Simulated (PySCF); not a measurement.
Isomers of C9H11B, mass 130.095 u with the commonest isotopes. Theory: PySCF, PBE0-D3(BJ)/def2-SVP geometry optimisation, gas phase. One conformer each, none proved a minimum here; rigid rotors.

Question: Order these by rotational constant B, smallest first.
A. `[CH2:1]=[C:2]([CH3:3])[C:4]1=[CH:5][BH:6][CH:7]=[CH:8][CH:9]=[CH:10]1` with C1–C2–C4–C5 -146°
B. `[CH2:1]=[CH:2][CH2:3][C:4]1=[CH:5][CH:6]=[CH:7][BH:8][CH:9]=[CH:10]1` with C1–C2–C3–C4 -121°, C2–C3–C4–C5 -115°
C. `[CH2:1]=[CH:2][CH2:3][B:4]1[CH:5]=[CH:6][CH:7]=[CH:8][CH:9]=[CH:10]1` with C1–C2–C3–B4 106°, C2–C3–B4–C5 -16°

Answer: C (761.8 MHz), B (803.6 MHz), A (914.6 MHz).

Question: Order these by radius of gyration √(Σ m r²/M), largest first.
A. `[CH2:1]=[CH:2][CH2:3][C:4]1=[CH:5][CH:6]=[CH:7][BH:8][CH:9]=[CH:10]1` with C1–C2–C3–C4 -121°, C2–C3–C4–C5 -115°
B. `[CH2:1]=[CH:2][CH2:3][B:4]1[CH:5]=[CH:6][CH:7]=[CH:8][CH:9]=[CH:10]1` with C1–C2–C3–B4 106°, C2–C3–B4–C5 -16°
C. `[CH2:1]=[C:2]([CH3:3])[C:4]1=[CH:5][BH:6][CH:7]=[CH:8][CH:9]=[CH:10]1` with C1–C2–C4–C5 -146°

Answer: B (2.524 Å), A (2.455 Å), C (2.362 Å).

Question: Order these by rotational constant C, largest first.
A. `[CH2:1]=[C:2]([CH3:3])[C:4]1=[CH:5][BH:6][CH:7]=[CH:8][CH:9]=[CH:10]1` with C1–C2–C4–C5 -146°
B. `[CH2:1]=[CH:2][CH2:3][C:4]1=[CH:5][CH:6]=[CH:7][BH:8][CH:9]=[CH:10]1` with C1–C2–C3–C4 -121°, C2–C3–C4–C5 -115°
C. `[CH2:1]=[CH:2][CH2:3][B:4]1[CH:5]=[CH:6][CH:7]=[CH:8][CH:9]=[CH:10]1` with C1–C2–C3–B4 106°, C2–C3–B4–C5 -16°

Answer: A (709.4 MHz), B (661.9 MHz), C (617.1 MHz).

```json
{"SMILES": "C=C(C)C1=CBC=CC=C1", "point group": "C1", "Ia (u·Å²)": "186.48", "Ib (u·Å²)": "552.59", "Ic (u·Å²)": "712.39", "κ": "-0.79", "μa (D)": "0.99", "μb (D)": "1.88", "μc (D)": "0.38"}
{"SMILES": "C=CCC1=CC=CBC=C1", "point group": "C1", "Ia (u·Å²)": "175.67", "Ib (u·Å²)": "628.86", "Ic (u·Å²)": "763.52", "κ": "-0.87", "μa (D)": "2.05", "μb (D)": "1.51", "μc (D)": "0.30"}
{"SMILES": "C=CCB1C=CC=CC=C1", "point group": "C1", "Ia (u·Å²)": "175.69", "Ib (u·Å²)": "663.44", "Ic (u·Å²)": "818.97", "κ": "-0.87", "μa (D)": "2.13", "μb (D)": "0.19", "μc (D)": "0.05"}
```
